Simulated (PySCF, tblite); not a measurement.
Isomers of C9H9P, one GFN2-xTB conformer each. Single-point energies are computed at PBE0/pcSseg-1 (PySCF, gas phase, no added dispersion term), electronic only.

```tsv
SMILES	GFN2-xTB relative energy (kcal/mol)
Cc1cc2ccccc2[pH]1	0.0
C#Cc1ccc(CC)cp1	44.3
```

Conformers: `[CH:1]#[C:2][c:3]1[cH:4][cH:5][c:6]([CH2:7][CH3:8])[cH:9][p:10]1` with C5–C6–C7–C8 -91°.

What does PBE0/pcSseg-1 give for the same structures?

```
           SMILES  PBE0/pcSseg-1 E (Eh)  PBE0/pcSseg-1 (kcal/mol)  GFN2-xTB (kcal/mol)  point group
Cc1cc2ccccc2[pH]1            -689.11515                       0.0                  0.0            –
  C#Cc1ccc(CC)cp1            -689.04252                      45.6                 44.3           C1
```

Both levels put the same isomer lowest. 

Which frontier levels, dipoles and rotational constants go with these structures?

```tsv
SMILES	HOMO (eV, PBE0/pcSseg-1)	LUMO (eV)	dipole (D)	A, B, C (MHz)
Cc1cc2ccccc2[pH]1	-6.38	-1.02	0.99	2772, 872.4, 669.7
C#Cc1ccc(CC)cp1	-6.76	-1.80	2.37	2971, 659.7, 569.8
```

What happens when harmonic zero-point energies from GFN2-xTB frequencies are added?

```tsv
SMILES	ZPE (kcal/mol)	electronic (kcal/mol)	with ZPE (kcal/mol)
Cc1cc2ccccc2[pH]1	91.5	0.0	0.0
C#Cc1ccc(CC)cp1	91.6	45.6	45.7
```

The zero-point energies span 0.1 kcal/mol. The order is unchanged.
